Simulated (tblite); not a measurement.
Compound: C5H13ClP2Si.
SMILES with atom numbers: `[PH2:1][Si:2]([PH2:3])([Cl:4])[CH2:5][CH:6]1[CH2:7][CH2:8][CH2:9]1` (hydrogens: H10, H11 on P1; H12, H13 on P3; H14, H15 on C5; H16 on C6; H17, H18 on C7; H19, H20 on C8; H21, H22 on C9)

Computed with GFN2-xTB (tblite), gas phase: L-BFGS steps from a force-field or distance-geometry start until the largest atomic force falls under 0.01 eV/Å.

Step 28: E = -780.1833 eV
```
atom  x, y, z in Å  |  force x, y, z in eV/Å
P1      2.0882   -2.2412    0.2915   -0.020  -0.006   0.023
Si2     1.8469    0.0092    0.1871   -0.041   0.005  -0.043
P3      3.5308    1.0298   -0.9549    0.021  -0.018  -0.039
Cl4     1.6266    0.6060    2.1273    0.048   0.058   0.018
C5      0.2541    0.4163   -0.7963    0.021  -0.020   0.038
C6     -0.9756   -0.2792   -0.2415    0.019  -0.011  -0.019
C7     -1.5844    0.2610    1.0645    0.025  -0.013  -0.043
C8     -2.9795    0.1224    0.4365    0.017  -0.005   0.018
C9     -2.3205   -0.0130   -0.9445    0.006  -0.012   0.022
H10     3.3888   -2.1683    0.7609    0.015  -0.034   0.029
H11     2.5207   -2.3643   -1.0174   -0.018   0.018  -0.039
H12     3.2394    2.3003   -0.4966   -0.029   0.041   0.034
H13     4.4825    0.8343    0.0288    0.020  -0.017   0.035
H14     0.4154    0.0964   -1.8299   -0.069   0.066   0.031
H15     0.0862    1.4962   -0.8083    0.014  -0.054  -0.043
H16    -0.7875   -1.3549   -0.1660    0.041   0.016  -0.011
H17    -1.3113    1.3006    1.2418   -0.008  -0.040   0.004
H18    -1.3896   -0.3176    1.9656   -0.025   0.028  -0.027
H19    -3.4743   -0.7956    0.7473   -0.033   0.027  -0.012
H20    -3.6594    0.9608    0.5723    0.005  -0.013  -0.008
H21    -2.3184    0.9264   -1.4970    0.015  -0.039   0.021
H22    -2.6894   -0.8063   -1.5919   -0.024   0.024   0.011
```

Step 29: E = -780.1849 eV
```
atom  x, y, z in Å  |  force x, y, z in eV/Å
P1      2.0796   -2.2421    0.2906   -0.016   0.034   0.020
Si2     1.8455    0.0125    0.1878   -0.029  -0.041  -0.086
P3      3.5295    1.0338   -0.9551    0.018  -0.007  -0.018
Cl4     1.6323    0.6151    2.1244    0.041   0.060   0.044
C5      0.2531    0.4189   -0.7970    0.017  -0.018   0.037
C6     -0.9747   -0.2826   -0.2431    0.042   0.009  -0.014
C7     -1.5824    0.2576    1.0636    0.049  -0.020  -0.037
C8     -2.9784    0.1242    0.4368    0.033  -0.001   0.005
C9     -2.3208   -0.0169   -0.9441    0.032  -0.024   0.008
H10     3.3791   -2.1712    0.7640    0.013  -0.040   0.021
H11     2.5136   -2.3657   -1.0185   -0.017   0.023  -0.023
H12     3.2374    2.3023   -0.4894   -0.026   0.030   0.023
H13     4.4816    0.8355    0.0283    0.018  -0.020   0.027
H14     0.4138    0.1018   -1.8325   -0.066   0.084   0.058
H15     0.0851    1.4995   -0.8025    0.004  -0.081  -0.060
H16    -0.7781   -1.3575   -0.1691    0.012   0.032  -0.012
H17    -1.3020    1.2949    1.2431   -0.027  -0.032  -0.001
H18    -1.3872   -0.3221    1.9637   -0.033   0.014  -0.020
H19    -3.4772   -0.7915    0.7483   -0.034   0.037  -0.006
H20    -3.6535    0.9668    0.5697    0.000  -0.016   0.001
H21    -2.3158    0.9189   -1.5029    0.005  -0.039   0.032
H22    -2.6907   -0.8129   -1.5870   -0.034   0.015   0.003
```

Step 30: E = -780.1870 eV
```
atom  x, y, z in Å  |  force x, y, z in eV/Å
P1      2.0673   -2.2422    0.2899   -0.002   0.067   0.008
Si2     1.8432    0.0164    0.1873    0.007  -0.079  -0.101
P3      3.5278    1.0394   -0.9556    0.014   0.017   0.017
Cl4     1.6396    0.6273    2.1218    0.033   0.055   0.049
C5      0.2520    0.4222   -0.7974    0.006  -0.010   0.024
C6     -0.9724   -0.2869   -0.2456    0.053   0.022   0.000
C7     -1.5784    0.2524    1.0618    0.056  -0.023  -0.016
C8     -2.9759    0.1268    0.4373    0.041   0.002  -0.016
C9     -2.3205   -0.0229   -0.9435    0.054  -0.034  -0.012
H10     3.3657   -2.1758    0.7688    0.004  -0.045   0.008
H11     2.5033   -2.3673   -1.0201   -0.018   0.028   0.008
H12     3.2343    2.3058   -0.4797   -0.017   0.003   0.005
H13     4.4808    0.8369    0.0275    0.007  -0.021   0.013
H14     0.4111    0.1111   -1.8350   -0.053   0.085   0.063
H15     0.0832    1.5027   -0.7961   -0.011  -0.081  -0.067
H16    -0.7654   -1.3602   -0.1737   -0.020   0.034  -0.013
H17    -1.2897    1.2865    1.2452   -0.043  -0.010  -0.009
H18    -1.3845   -0.3284    1.9607   -0.036  -0.012  -0.005
H19    -3.4818   -0.7847    0.7499   -0.030   0.044   0.003
H20    -3.6449    0.9749    0.5663    0.001  -0.017   0.009
H21    -2.3126    0.9076   -1.5107   -0.006  -0.026   0.038
H22    -2.6927   -0.8222   -1.5800   -0.041   0.000  -0.007
```

Step 31: E = -780.1891 eV
```
atom  x, y, z in Å  |  force x, y, z in eV/Å
P1      2.0537   -2.2411    0.2891    0.012   0.077  -0.001
Si2     1.8410    0.0194    0.1852    0.052  -0.082  -0.072
P3      3.5263    1.0461   -0.9559    0.010   0.038   0.049
Cl4     1.6478    0.6413    2.1198    0.029   0.037   0.022
C5      0.2510    0.4256   -0.7972   -0.005   0.000   0.003
C6     -0.9690   -0.2912   -0.2483    0.045   0.023   0.016
C7     -1.5729    0.2466    1.0596    0.038  -0.018   0.014
C8     -2.9721    0.1297    0.4375    0.039   0.002  -0.034
C9     -2.3190   -0.0301   -0.9432    0.057  -0.036  -0.028
H10     3.3509   -2.1814    0.7742   -0.006  -0.047  -0.007
H11     2.4915   -2.3688   -1.0216   -0.018   0.033   0.038
H12     3.2306    2.3097   -0.4690   -0.006  -0.025  -0.012
H13     4.4800    0.8378    0.0267   -0.006  -0.020  -0.001
H14     0.4075    0.1231   -1.8367   -0.031   0.065   0.036
H15     0.0808    1.5048   -0.7902   -0.027  -0.047  -0.058
H16    -0.7523   -1.3626   -0.1790   -0.042   0.019  -0.010
H17    -1.2770    1.2771    1.2476   -0.049   0.016  -0.015
H18    -1.3822   -0.3358    1.9572   -0.031  -0.042   0.014
H19    -3.4870   -0.7762    0.7519   -0.019   0.045   0.012
H20    -3.6350    0.9834    0.5628    0.012  -0.016   0.013
H21    -2.3095    0.8946   -1.5187   -0.014  -0.005   0.035
H22    -2.6954   -0.8326   -1.5724   -0.039  -0.017  -0.015
```

Problem. Estimate the geometry and energy of step 32. (The exact step hangs on the optimiser's Hessian estimate; all steps are aligned on step 31, rigid shifts and turns removed.)

Solution. E = -780.1907 eV, largest force 0.091 eV/Å
```
atom  x, y, z in Å  |  force x, y, z in eV/Å
P1      2.0425   -2.2388    0.2885    0.018   0.057  -0.001
Si2     1.8402    0.0205    0.1822    0.077  -0.044  -0.020
P3      3.5253    1.0522   -0.9554    0.010   0.040   0.053
Cl4     1.6550    0.6535    2.1185    0.027   0.013  -0.022
C5      0.2505    0.4281   -0.7966   -0.004   0.007  -0.013
C6     -0.9655   -0.2946   -0.2503    0.021   0.013   0.024
C7     -1.5677    0.2415    1.0579    0.007  -0.011   0.037
C8     -2.9681    0.1321    0.4371    0.026  -0.002  -0.036
C9     -2.3166   -0.0366   -0.9434    0.036  -0.029  -0.029
H10     3.3385   -2.1868    0.7785   -0.009  -0.047  -0.017
H11     2.4816   -2.3696   -1.0223   -0.015   0.035   0.052
H12     3.2272    2.3127   -0.4604    0.001  -0.034  -0.015
H13     4.4794    0.8381    0.0260   -0.011  -0.016  -0.006
H14     0.4042    0.1344   -1.8374   -0.009   0.031  -0.009
H15     0.0780    1.5056   -0.7865   -0.038   0.001  -0.037
H16    -0.7429   -1.3642   -0.1835   -0.048  -0.004  -0.005
H17    -1.2676    1.2698    1.2494   -0.047   0.032  -0.015
H18    -1.3809   -0.3427    1.9544   -0.023  -0.058   0.025
H19    -3.4915   -0.7682    0.7538   -0.006   0.039   0.015
H20    -3.6264    0.9900    0.5601    0.027  -0.012   0.008
H21    -2.3073    0.8838   -1.5248   -0.015   0.012   0.025
H22    -2.6981   -0.8416   -1.5664   -0.025  -0.024  -0.015
```

The energy changes by -0.0017 eV. The first-order estimate −F·Δx gives -0.0024 eV and the mean of the old and new forces, exact on a quadratic surface, -0.0017 eV. The step makes an angle of 78° with the force vector and moves no atom by more than 0.014 Å.

The cost below is that of the whole relaxation. The run took 3.2 s on AMD EPYC 7R43, one thread, shared host with 256 logical CPUs at a one-minute load of 100.
